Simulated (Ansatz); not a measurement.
A single point on CH₉GaSi₂, SMILES `[SiH3]C[SiH2][GaH2]`.

```yaml
crystal:
  periodic: [false, false, false]
  atoms:
    - {symbol: Si, position_ang: [-1.549678, 0.122475, 0.301753]}
    - {symbol: C, position_ang: [-0.277525, 1.323183, -0.324680]}
    - {symbol: Si, position_ang: [1.400935, 0.570443, 0.150988]}
    - {symbol: Ga, position_ang: [0.955834, -1.776609, -0.243610]}
    - {symbol: H, position_ang: [-2.928579, 0.290065, -0.226957]}
    - {symbol: H, position_ang: [-1.582762, 0.065724, 1.784390]}
    - {symbol: H, position_ang: [-1.115839, -1.265295, -0.149166]}
    - {symbol: H, position_ang: [-0.429448, 2.333703, 0.061898]}
    - {symbol: H, position_ang: [-0.342193, 1.362250, -1.417096]}
    - {symbol: H, position_ang: [2.495268, 1.166306, -0.668125]}
    - {symbol: H, position_ang: [1.679326, 0.909476, 1.575711]}
    - {symbol: H, position_ang: [0.787993, -2.243218, -1.739727]}
    - {symbol: H, position_ang: [0.906648, -2.858513, 0.894610]}
basis:
  gaussian: {orbitals: def2-TZVPP}
hamiltonian: {xc: pbe}
correlation: {method: rpa}
```

```sh
$ ansatz run in.yaml --threads 4 --pin off --events-out ev --progress --plain --max-ram 10444MiB
```

Shortened log:

```
Functional definition: PBE
1668 factors; integrals over basis functions are off by at most 1.3e-3 eV
mean field evaluation 1: about -69288.8126 eV, gradient 7.2e1 eV
mean field evaluation 2: about -69288.7950 eV, gradient 7.2e1 eV
mean field evaluation 4: about -69298.0979 eV, gradient 2.0e1 eV
mean field evaluation 8: about -69299.4991 eV, gradient 6.4e-1 eV
mean field evaluation 16: about -69299.4994 eV, gradient 1.6e-4 eV
mean field -69299.49942986 eV, -2546.7096311597 hartree, gradient 2.1e-6 eV, S^2 0.000000; 0 other end points of the search recorded, 0 dependent functions left out
20 core orbitals not correlated: weight in the atoms' cores, before any rotation towards them, 1.000 or more for the frozen orbitals, at most 0.000 for the correlated occupied ones
reference -69230.25919394 eV, -2544.1650994222 hartree; 17, 17 occupied and 252, 252 virtual orbitals, 1668 factors
Total energy: -69263.22456908 eV, -2545.3765546139 hartree
```

Run time 7.5 s (4 threads of an Arm Neoverse V1 on a shared host); peak host memory 0.8 GiB.
